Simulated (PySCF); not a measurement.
Compound: C₃HF₂N₂O₂ (doublet state).
Cartesian coordinates in Å at the GFN2-xTB level; atoms count from 1:
```
atom  x, y, z in Å
F1     1.997    1.253    0.554
C2     2.151    0.219   -0.264
F3     3.342   -0.345   -0.092
O4     1.175   -0.705   -0.322
C5    -0.098   -0.405   -0.158
N6    -0.654    0.712    0.213
C7    -1.971    0.394    0.187
N8    -2.207   -0.830   -0.172
O9    -0.985   -1.379   -0.411
H10   -2.741    1.091    0.443
```

The hyperfine couplings belong to this conformer and change with its torsions.

The species is `F[C](F)OC1=NC=NO1` [radical].

The calculation used UKS B3LYP, pcH-1 on C F H N O, non-relativistic, mean-field spin-orbit, GIAO in PySCF. Isolated species at its GFN2-xTB geometry (one conformer only). The geometry wasn't refined by DFT: couplings that depend on bond lengths, twists or pyramidal angles can differ widely from those at the functional's own minimum. The SCF solution wasn't tested for stability.

Principal values of hyperfine tensors in MHz (contact and dipolar terms together), for some of the nuclei:

| atom | isotope | A1 | A2 | A3 |
| --- | --- | --- | --- | --- |
| C2 | 13C | 554.29 | 555.03 | 769.17 |
| F3 | 19F | 126.59 | 144.68 | 740.40 |
| O4 | 17O | -90.76 | -37.86 | -35.65 |
| C5 | 13C | -7.55 | -4.72 | -1.54 |
| O9 | 17O | -8.19 | -0.49 | 0.06 |
| C7 | 13C | -3.51 | -1.01 | -0.33 |
| N6 | 14N | 0.14 | 0.71 | 3.90 |
| N8 | 14N | -0.21 | -0.12 | 2.76 |

(1) Split each tensor into its isotropic and traceless parts, and turn a_iso into mT with g = 2.0033.

(2) What spin density at the nucleus of N6 lies behind its contact coupling (g_N = 0.40376)?

(3) F1 (19F, g_N = 5.25774) isn't in the table. Its spin density at the nucleus is 0.08569 bohr⁻³. What is its contact coupling?

(4) Name the largest traceless tensor T of the table and describe it.

(5) In a single crystal, with the field along each principal axis of the tensor of O4 in turn, what first-order splitting does this nucleus give (isotropic g, quadrupole terms neglected)?

Answers

(1) a_iso is a third of the trace, T = A − a_iso, and a(mT) = a(MHz)/(g × 13.996).

```json
{"atom": "C2", "a_iso (MHz)": "626.16", "a_iso (mT)": "22.332", "T1": "-71.87", "T2": "-71.13", "T3": "143.01"}
{"atom": "F3", "a_iso (MHz)": "337.22", "a_iso (mT)": "12.027", "T1": "-210.63", "T2": "-192.55", "T3": "403.18"}
{"atom": "O4", "a_iso (MHz)": "-54.76", "a_iso (mT)": "-1.953", "T1": "-36.00", "T2": "16.90", "T3": "19.10"}
{"atom": "C5", "a_iso (MHz)": "-4.60", "a_iso (mT)": "-0.164", "T1": "-2.95", "T2": "-0.12", "T3": "3.06"}
{"atom": "O9", "a_iso (MHz)": "-2.87", "a_iso (mT)": "-0.103", "T1": "-5.32", "T2": "2.38", "T3": "2.94"}
{"atom": "C7", "a_iso (MHz)": "-1.62", "a_iso (mT)": "-0.058", "T1": "-1.90", "T2": "0.61", "T3": "1.29"}
{"atom": "N6", "a_iso (MHz)": "1.58", "a_iso (mT)": "0.056", "T1": "-1.44", "T2": "-0.88", "T3": "2.32"}
{"atom": "N8", "a_iso (MHz)": "0.81", "a_iso (mT)": "0.029", "T1": "-1.02", "T2": "-0.93", "T3": "1.95"}
```

(2) a_FC = (2μ0/3) gₑ μB g_N μN ρ(0)/(2S·h) = 800.24 MHz × g_N × ρ(0)/(2S), with ρ in bohr⁻³. With a_FC = 1.58 MHz and 2S = 1, ρ(0) = 0.004899 bohr⁻³.

(3) By the same relation, a_FC = 360.6 MHz. Its full tensor has the principal values 136.39, 152.70, 792.56 MHz.

(4) F3: -210.6, -192.5, 403.2 MHz, nearly axial, close to the ratio −1:−1:+2.

(5) 6 lines (I = 5/2), spaced by |A_i|/(g × 13.996): 3.24, 1.35, 1.27 mT along the axes of A1, A2 and A3.
